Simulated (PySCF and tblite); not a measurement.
Results of a calculation; reference values are marked as such.
System: C5H5NO, numbered as in [O:1]=[CH:2][c:3]1[cH:4][cH:5][nH:6][cH:7]1.

For the rotation about the C3–C2 bond (torsion C4–C3–C2–O1 from -180° to 0°, rising): electronic barrier 11.74 kcal/mol, zero-point change -0.48 kcal/mol, thermal and entropy terms at 298.15 K a further 0.30 kcal/mol (symmetry numbers apart). The minimum is Cs, the saddle C1. Geometries: GFN2-xTB; energies: PBE0/pcSseg-1 + D3(BJ), IEF-PCM methanol; zero-point and thermal terms from GFN2-xTB harmonic modes (soft modes blended into free rotors). Rates follow Eyring's equation with the number of equivalent paths and no tunnelling. Programs: tblite and PySCF.

How many equivalent paths lead out of the minimum?

2: the symmetry number of the minimum is 1, that of the saddle displaced along its mode 1, and the displaced saddle is chiral while the minimum is not, which doubles the count.

Work out the rate at 298.15 K.

ΔG‡ = 11.56 kcal/mol; k_B T/h = 6.2×10¹² s⁻¹; exp(−ΔG‡/RT) = 3.4×10⁻⁹; times 2 gives k = 4.2×10⁴ s⁻¹. Wigner's tunnelling factor for the 174i cm⁻¹ mode would be 1.03.
